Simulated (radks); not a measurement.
Task: Coherent X-ray form factor from a spherical all-electron density. Calculated with a radial shooting solver on a logarithmic mesh with Libxc functionals: Dirac Kohn-Sham, SOGGA, spin-unpolarised, spherical densities, point nucleus.

sin(theta)/lambda (1/angstrom),f0 (electrons)
0.05,38.443
0.1,36.918
0.15,34.772
0.2,32.370
0.25,29.987
0.3,27.781
0.4,24.108
0.5,21.331
0.6,19.135
0.8,15.515
1,12.427
1.25,9.455
1.5,7.538
2,5.689

The species is in the configuration that NIST lists as its ground one. Which atom or ion scatters so?

Result: The niobium ion Nb2+, [Kr] 4d3. Extrapolating in s^2 from the first two rows gives f0(0) = 39.0, near the electron count 39; among species with that count, the fall with angle is slower the higher Z, and the table is that of Z = 41; from so few rows the species is fixed only to a neighbour or two.
